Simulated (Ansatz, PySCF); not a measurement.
C₂H₁₂OSi₃, SMILES C(C[Si@H]([SiH3])O)[SiH3]. Atoms are numbered in the order given.

```xyz
18

O     -0.6271     0.0450    -1.5874
Si    -0.8706     0.1555     0.0680
Si    -2.6388    -1.3025     0.5520
C      0.6735    -0.3462     1.0310
C      1.8669     0.6133     0.9447
Si     2.5958     0.9052    -0.7738
H     -0.0992     0.7422    -1.9907
H     -1.2261     1.5646     0.4520
H     -2.9299    -1.2746     2.0212
H     -2.2710    -2.7038     0.1770
H     -3.8809    -0.9159    -0.1846
H      0.3674    -0.4755     2.0856
H      0.9581    -1.3533     0.6774
H      2.6986     0.2497     1.5745
H      1.5984     1.6031     1.3548
H      1.6651     1.7195    -1.6251
H      3.8735     1.6722    -0.6616
H      2.8567    -0.3855    -1.4794
```

The structure is a stationary point at PBE0-D3(BJ)/def2-SVP. The structure was generated by enumeration; whether it is a known compound was not checked. Other conformers were not sampled.

Two levels are set side by side: PBE-D3(BJ)/def2-SVP (Ansatz, a quantum-chemistry and plane-wave program) and PBE0-D3(BJ)/def2-SVP (Ansatz). Each level has its own optimised geometry; the coordinates shown are those of the second. Frequencies come from the Hessian of PySCF at each geometry. Differences are taken from unrounded values.

| quantity | PBE0-D3(BJ) | PBE-D3(BJ) | PBE-D3(BJ) minus PBE0-D3(BJ) |
|---|---|---|---|
| mean bond length (Å) | 1.482 | 1.493 | 0.010 |
| bond O1–Si2 (Å) | 1.677 | 1.694 | 0.017 |
| bond Si2–Si3 (Å) | 2.342 | 2.350 | 0.008 |
| bond Si2–C4 (Å) | 1.888 | 1.901 | 0.013 |
| bond C4–C5 (Å) | 1.534 | 1.542 | 0.009 |
| bond C5–Si6 (Å) | 1.889 | 1.901 | 0.012 |
| bond O1–H7 (Å) | 0.963 | 0.976 | 0.013 |
| bond Si2–H8 (Å) | 1.503 | 1.515 | 0.012 |
| bond Si3–H9 (Å) | 1.498 | 1.508 | 0.010 |
| bond Si3–H10 (Å) | 1.497 | 1.507 | 0.010 |
| bond Si3–H11 (Å) | 1.495 | 1.505 | 0.010 |
| bond C4–H12 (Å) | 1.106 | 1.114 | 0.008 |
| bond C4–H13 (Å) | 1.105 | 1.113 | 0.008 |
| bond C5–H14 (Å) | 1.105 | 1.113 | 0.008 |
| bond C5–H15 (Å) | 1.105 | 1.113 | 0.008 |
| bond Si6–H16 (Å) | 1.501 | 1.513 | 0.012 |
| bond Si6–H17 (Å) | 1.494 | 1.505 | 0.010 |
| highest harmonic wavenumber (cm⁻¹) | 3897 | 3700 | -197 |
| mean harmonic wavenumber (cm⁻¹) | 1176 | 1138 | -38 |
| zero-point energy (kcal/mol) | 80.68 | 78.09 | -2.58 |

Exact exchange shortens and stiffens bonds; PBE has none. Differences between two approximate levels are no errors against the true value.
